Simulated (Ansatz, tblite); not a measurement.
Cost and result up the ladder for HfSi₅ (6 atoms). The state is a singlet with charge 0. Geometry: PBE0-D4/def2-SVP.

| atom | x (Å) | y (Å) | z (Å) |
| --- | --- | --- | --- |
| Hf1 | 1.1893 | 1.2929 | 0.9164 |
| Si2 | -0.1858 | -0.9595 | 0.8558 |
| Si3 | -1.3200 | 1.1251 | 1.3424 |
| Si4 | 1.5385 | -0.4913 | -0.8108 |
| Si5 | -0.6219 | -1.6507 | -1.3767 |
| Si6 | -0.6001 | 0.6835 | -0.9271 |

Ansatz on 4 threads of Arm Neoverse V2 on a shared host; xTB runs through tblite on one thread. Times are rough, summed over both states, and most runs start from the orbitals of an earlier one. PBE0-D4/def2-TZVP serves as the yardstick here, not as an exact answer. The other state is a triplet at its own geometry.

In the def2 sets Hf takes a core potential; there is no spin–orbit coupling. The xTB rows come from tblite. The structure comes from a short search, and lower isomers may exist.

xTB has no spin-polarisation term.

| level | functions | wall time | triplet − singlet (eV) | difference from PBE0-D4/def2-TZVP (eV) |
| --- | --- | --- | --- | --- |
| GFN2-xTB | 54 | 0.032 s | -0.12 | -0.73 |
| BLYP-D4/def2-TZVP | 225 | 11 s | 0.61 | 0.00 |
| PBE-D4/def2-TZVP (with forces) | 225 | 11 s | 0.65 | 0.04 |
| revPBE-D4/def2-TZVP | 225 | 11 s | 0.62 | 0.01 |
| PBE0-D4/def2-TZVP | 225 | 24 s | 0.61 | 0.00 |
| r2SCAN-D4/def2-TZVP | 225 | 30 s | 0.54 | -0.07 |
